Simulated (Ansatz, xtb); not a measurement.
Pulling on the B1–H2 bond in BH5OSi (SMILES BO[SiH3]) (multiplicity 1 held, fragments rigid). Energies count from the point at 1.194 Å.
Geometry at that point (charge 0, multiplicity 1):
```xyz
8

B     -0.3553     0.1677     1.7461
H     -1.1220     0.7228     2.4744
H      0.5157    -0.5422     2.1656
O     -0.4893     0.3573     0.4177
Si     0.3307    -0.2012    -0.9148
H      0.8626     0.9682    -1.6432
H     -0.6298    -0.9343    -1.7642
H      1.4354    -1.0943    -0.4978
```

Active spaces are followed from a long bond inwards. Curves can end on different states.

Frozen-core correlation.

Codes used: Ansatz (Gaussian orbitals); xtb for the GFN methods.  The GFN methods have no spin term and hold the electronic entropy of 300 K.

Q: Give the energy at R = 3.822 Å at the level FIC-MRCISD+Q on CASSCF(2,2)/cc-pV(D+d)Z.

A: 105.1 kcal/mol

Q: What energy at R = 3.822 Å does GFN2-xTB give?

A: 120.2 kcal/mol

Q: What energy at R = 3.822 Å does FIC-MRCISD on CASSCF(2,2)/cc-pV(D+d)Z give?

A: 103.8 kcal/mol

Ansatz is a quantum-chemistry and plane-wave program.
